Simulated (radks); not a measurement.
Q: Species: Mo3+. Configuration: [Kr] 4d3. Method: Dirac Kohn-Sham, PBE, spin-unpolarised, spherical densities, point nucleus; open shells fill j = l - 1/2 first; computed with a radial shooting solver on a logarithmic mesh with Libxc functionals. Some entries of the table are withheld. Estimate them.

orbital  occ.  eigenvalue (eV)  <1/r> (bohr^-1)  <r^2> (bohr^2)
1s1/2       2        -19845.75            43.55        0.001669
2s1/2       2        -2830.529            9.913         0.02779
2p1/2       2        -2606.467            9.888         0.02099
2p3/2       4        -2499.909            9.415         0.02235
3s1/2       2        -508.8808            3.391          0.2106
3p1/2       2              (1)            3.290          0.2087
3p3/2       4              (2)            3.176          0.2190
3d3/2       4        -255.4778            2.987          0.2053
3d5/2       6        -252.1540            2.958          0.2087
4s1/2       2         -96.1617            1.246           1.362
4p1/2       2         -71.6696            1.130           1.625
4p3/2       4         -69.0888            1.099           1.702
4d3/2       3         -33.0055              (3)           3.019
4d5/2       0         -32.7191              (4)           3.064

A: 
(1) 3p1/2 eigenvalue (eV): -423.6408
(2) 3p3/2 eigenvalue (eV): -406.0902
(3) 4d3/2 <1/r> (bohr^-1): 0.8209
(4) 4d5/2 <1/r> (bohr^-1): 0.8141
